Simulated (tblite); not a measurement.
Compound: C5H6F3OP.
Atom-mapped SMILES: `[CH2:1]=[CH:2][P@:3]([CH3:4])(=[O:5])[C:6]([F:7])=[C:8]([F:9])[F:10]` (hydrogens: H11, H12 on C1; H13 on C2; H14, H15, H16 on C4)

Cartesian coordinates in Å at the GFN2-xTB level; atoms count from 1:
```xyz
16
C5H6F3OP angstrom
C     -0.803   -1.273   -1.954
C     -0.943   -0.792   -0.730
P      0.088    0.612   -0.236
C     -1.003    1.849    0.546
O      0.990    1.126   -1.265
C      1.014   -0.033    1.230
F      0.877    0.565    2.422
C      1.867   -1.031    1.056
F      2.668   -1.592    1.945
F      1.973   -1.627   -0.121
H     -0.079   -0.828   -2.618
H     -1.382   -2.101   -2.328
H     -1.646   -1.188   -0.013
H     -1.654    2.253   -0.228
H     -1.596    1.417    1.347
H     -0.378    2.651    0.935
```

Computed with GFN2-xTB (tblite): harmonic, unscaled wavenumbers at the GFN2-xTB geometry, gas phase. This tight-binding method is rough: wavenumbers can miss measured ones by several per cent, in bad cases by 10 to 20. One conformer, not necessarily the lowest.

Harmonic wavenumbers (cm⁻¹): 34.6, 62.6, 98.1, 107.1, 159.1, 176.7, 185.9, 192.7, 254.7, 256.6, 283.3, 380.3, 401.7, 457.9, 469.2, 489.2, 562.1, 633.0, 692.1, 770.0, 840.4, 853.4, 911.3, 976.5, 1001.9, 1010.3, 1170.6, 1201.1, 1224.1, 1278.2, 1313.0, 1371.1, 1410.5, 1423.0, 1658.6, 1746.5, 3002.9, 3011.2, 3036.7, 3066.0, 3087.8, 3121.9.

A = 1508, B = 964.1, C = 714.0 MHz; mass 170.011 u (most abundant isotopes); point group C1, symmetry number 1.

Problem. Zero-point energy?

Solution. Half the sum of the wavenumbers: 22192 cm⁻¹ = 265.47 kJ/mol.

Problem. What is S at 298.15 K and 1 bar for an ideal gas of classical rigid rotors and harmonic oscillators?

Solution. Translation 172.91, rotation 126.01, vibration 157.69: S = 456.6 J/(mol K).

Problem. And Cp and H(298.15 K) − H(0)?

Solution. Cp = 180.38 J/(mol K), of which vibrations give 147.12 (their classical limit is 42 R = 349.2); H(298.15 K) − H(0) = 34.11 kJ/mol without the zero-point energy, 24.19 from vibrations.

Problem. Which modes carry the vibrational entropy at 298.15 K?

Solution. 34.6 cm⁻¹: 23.21; 62.6 cm⁻¹: 18.30; 98.1 cm⁻¹: 14.61; 107.1 cm⁻¹: 13.89; 159.1 cm⁻¹: 10.71; 176.7 cm⁻¹: 9.89 J/(mol K); the other 36 give 67.08 together.

Problem. Blend soft modes into free rotors: weight 1/[1 + (100 cm⁻¹/ν̃)⁴] for the oscillator and the rest for a rotor with moment μB/(μ + B), μ = h/(8π²ν), B = 10⁻⁴⁴ kg m². What vibrational entropy results?

Solution. 144.77 J/(mol K) in place of 157.69, which changes −T·S at 298.15 K by +3.85 kJ/mol.

Problem. What must be added to the electronic energy to get the Gibbs energy at 298.15 K and 1 bar?

Solution. ZPE + [H(298.15 K) − H(0)] − T·S = 265.47 + 34.11 − 136.14 = 163.44 kJ/mol.

Hindered rotation and anharmonicity are outside this model. Other conformers, if any are populated, would add a mixing term that is left out. The structure is chiral; the term R ln 2 for an equal mix with its mirror image is left out.

The run took 0.63 s wall on Arm Neoverse V1, one thread, no GPU, shared host. The figure is for the frequency step alone.
